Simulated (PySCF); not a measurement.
## Electron correlation in Hf (hafnium, neutral)

[Xe] 4f14 5d3 6s1, high-spin 5F determinant (an excited configuration). Computed with PySCF 2.14 in aug-cc-pVDZ-PP with ECP60MDF (5s5p4d2f, 54 functions), with a scalar-relativistic core potential. Frozen: 5s2 5p6; 4 electrons correlated.

```csv
level,correlation energy (mhartree)
CCSD,-33.05
(T),-0.70
CCSD(T),-33.75
```

Diagnostics: T1 = 0.012, D1 = 0.0197, largest double amplitude 0.035.

Spin-orbit coupling, absent here, splits the open shell strongly.

Cost of the coupled-cluster step: roughly 2.4 core-seconds, for 4 correlated electrons.
